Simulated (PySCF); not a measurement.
Species: C₆H₉F₂O₃S (charge -1).
Geometry (PBE0-D3(BJ)/def2-SVP, Å), atoms numbered from 1 in this order:
```
atom  x, y, z in Å
O1    -1.9242   -2.1177    0.2125
S2    -2.2291   -0.7519   -0.2713
O3    -3.4279   -0.1499    0.3574
O4    -2.1444   -0.5856   -1.7352
C5    -0.8337    0.2642    0.3993
C6    -1.2803    1.6886    0.6188
F7    -0.4347    2.3349    1.4893
F8    -1.2582    2.4115   -0.5280
C9     0.3960    0.1430   -0.4770
C10    0.9504   -1.2887   -0.6701
C11    2.2418   -0.8953    0.0775
C12    1.7443    0.5630    0.1672
H13   -0.6690   -0.1734    1.3973
H14   -2.2995    1.7200    1.0327
H15    0.1671    0.6489   -1.4247
H16    1.0956   -1.5472   -1.7289
H17    0.3261   -2.0706   -0.2163
H18    3.1830   -1.0435   -0.4762
H19    2.3530   -1.3848    1.0580
H20    1.6586    0.9798    1.1809
H21    2.3187    1.2781   -0.4421
```

Level of theory: PBE0-D3(BJ)/def2-SVP geometry optimisation, gas phase (PySCF 2.14.0).

Take the most abundant isotopes and a rigid rotor. The values belong to one conformer with, in the numbering `[O:1]=[S:2](=[O:3])([O-:4])[C@H:5]([CH:6]([F:7])[F:8])[CH:9]1[CH2:10][CH2:11][CH2:12]1`, O1–S2–C5–C6 -152°, S2–C5–C6–F7 161°, S2–C5–C9–C10 -58°.

**Question.** What are A, B and C (MHz)?

**Answer.** Ia = 507.07, Ib = 637.29, Ic = 941.80 u·Å²; 505379 MHz·u·Å²/I gives A = 996.7, B = 793.0, C = 536.6 MHz.

**Question.** What kind of rotor is it?

**Answer.** An asymmetric top. Ray's parameter κ = (2B − A − C)/(A − C) = 0.115; −1 is the prolate and +1 the oblate limit.

**Question.** Is it planar, by Δ = Ic − Ia − Ib?

**Answer.** Not planar: Δ = Ic − Ia − Ib = -202.56 u·Å². For a rigid frame Δ = −2 Σ m c², so Σ m c² = 101.28 u·Å² lies off the ab plane: 9.84 from hydrogen and 91.44 from heavier atoms. The atom farthest from that plane is 1.52 Å away.

**Question.** Give the other two planar moments, Paa and Pbb, and the rms extents of the mass along the axes.

**Answer.** Paa = Σ m a² = (Ib + Ic − Ia)/2 = 536.01 and Pbb = Σ m b² = (Ia + Ic − Ib)/2 = 405.79 u·Å². With the mass M = 199.02 u, the rms extents √(P/M) along a, b and c are 1.64, 1.43, 0.71 Å.

**Question.** List the rotational levels J(Ka,Kc) to J = 3 (cm⁻¹).

**Answer.** Above 0(0,0):
J = 1: 1(0,1) 0.0444, 1(1,1) 0.0511, 1(1,0) 0.0597
J = 2: 2(0,2) 0.1286, 2(1,2) 0.1313, 2(1,1) 0.1570, 2(2,1) 0.1773, 2(2,0) 0.1818
J = 3: 3(0,3) 0.2484, 3(1,3) 0.2492, 3(1,2) 0.2987, 3(2,2) 0.3104, 3(2,1) 0.3281, 3(3,1) 0.3681, 3(3,0) 0.3698

**Question.** Which lines would a microwave search look for?

**Answer.** The dipole components (about the centre of mass, as the species is charged) are |μa| = 6.38 D, |μb| = 1.66 D, |μc| = 0.61 D. Intensities carry the squares of the components, which stand as 1.00 : 0.07 : 0.01 (a : b : c). Some lines, for components of 0.1 D or more:

```json
{"type": "c", "branch": "Q", "J(Ka,Kc)": "3(2,2) ← 3(1,2)", "MHz": "349", "lower level (cm⁻¹)": "0.299"}
{"type": "c", "branch": "Q", "J(Ka,Kc)": "5(4,2) ← 5(3,2)", "MHz": "1500", "lower level (cm⁻¹)": "0.806"}
{"type": "b", "branch": "Q", "J(Ka,Kc)": "3(2,2) ← 3(1,3)", "MHz": "1835", "lower level (cm⁻¹)": "0.249"}
{"type": "b", "branch": "R", "J(Ka,Kc)": "4(1,4) ← 3(0,3)", "MHz": "4652", "lower level (cm⁻¹)": "0.248"}
{"type": "b", "branch": "R", "J(Ka,Kc)": "4(1,3) ← 3(2,2)", "MHz": "5064", "lower level (cm⁻¹)": "0.310"}
{"type": "c", "branch": "R", "J(Ka,Kc)": "3(2,2) ← 2(1,2)", "MHz": "5369", "lower level (cm⁻¹)": "0.131"}
{"type": "b", "branch": "R", "J(Ka,Kc)": "5(3,2) ← 4(4,1)", "MHz": "5441", "lower level (cm⁻¹)": "0.624"}
{"type": "a", "branch": "R", "J(Ka,Kc)": "4(3,2) ← 3(3,1)", "MHz": "5495", "lower level (cm⁻¹)": "0.368"}
{"type": "a", "branch": "R", "J(Ka,Kc)": "4(3,1) ← 3(3,0)", "MHz": "5737", "lower level (cm⁻¹)": "0.370"}
{"type": "c", "branch": "R", "J(Ka,Kc)": "4(3,1) ← 3(2,1)", "MHz": "6988", "lower level (cm⁻¹)": "0.328"}
{"type": "a", "branch": "R", "J(Ka,Kc)": "5(4,1) ← 4(4,0)", "MHz": "7052", "lower level (cm⁻¹)": "0.625"}
{"type": "a", "branch": "R", "J(Ka,Kc)": "5(3,2) ← 4(3,1)", "MHz": "7335", "lower level (cm⁻¹)": "0.561"}
{"type": "c", "branch": "R", "J(Ka,Kc)": "4(4,1) ← 3(3,1)", "MHz": "7683", "lower level (cm⁻¹)": "0.368"}
{"type": "c", "branch": "R", "J(Ka,Kc)": "5(3,2) ← 4(2,2)", "MHz": "8461", "lower level (cm⁻¹)": "0.524"}
{"type": "b", "branch": "R", "J(Ka,Kc)": "5(3,2) ← 4(2,3)", "MHz": "9648", "lower level (cm⁻¹)": "0.484"}
```

**Question.** Estimate the classical rotational partition function at 10 K, 25 K and 50 K.

**Answer.** Point group C1, symmetry number σ = 1; q = (√π/σ)·√((kT/h)³/(ABC)), k/h = 20836.6 MHz/K: 8190 at 10 K, 32400 at 25 K, 91500 at 50 K.

No frequency check. Zero-point vibration and centrifugal distortion are left out.
